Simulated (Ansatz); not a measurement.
Zn3SeF4⁺. The state is a doublet with charge 1. Geometry r2SCAN-D4/def2-SVP, that of the neutral singlet; atoms count from 1.

```xyz
8

Zn   -0.8110   -1.4278    1.0558
Zn    1.2444    0.5602   -1.3959
Zn   -0.1860    1.2731    0.8765
Se    1.4010   -0.5152    0.7568
F     0.1266    2.1157   -0.7642
F    -1.7936   -2.8759    1.1224
F     1.7289    0.5309   -3.0786
F    -1.7103    0.3389    1.4272
```

The structure comes from a short search, and lower isomers may exist.

Problem. Estimate the Mulliken populations from the PBE0/def2-TZVP orbitals of Ansatz.

Solution. 
| atom | charge (e) | spin (α − β) | d electrons |
| --- | --- | --- | --- |
| Zn1 | 0.86 | -0.01 | 10.05 |
| Zn2 | 0.86 | -0.01 | 10.05 |
| Zn3 | 0.91 | 0.02 | 10.07 |
| Se4 | 0.05 | 0.73 | – |
| F5 | -0.44 | 0.01 | – |
| F6 | -0.40 | 0.12 | – |
| F7 | -0.40 | 0.12 | – |
| F8 | -0.44 | 0.01 | – |
Mulliken values and Mayer orders depend strongly on the basis.

Problem. Where does the spin sit?

Solution. Summed by element: Zn 0.00, Se 0.73, F 0.26, of 1 unpaired in all. Largest on single atoms: Se4 0.73, F6 0.12, F7 0.12.

Problem. And the Mayer bond orders between bonded heavy atoms (over 0.3)?

Solution. Zn1–Se4 0.64 (2.41 Å); Zn1–F6 0.84 (1.75 Å); Zn1–F8 0.34 (2.02 Å); Zn2–Se4 0.64 (2.41 Å); Zn2–F5 0.34 (2.02 Å); Zn2–F7 0.84 (1.75 Å); Zn3–Se4 0.57 (2.39 Å); Zn3–F5 0.55 (1.87 Å); Zn3–F8 0.55 (1.87 Å).
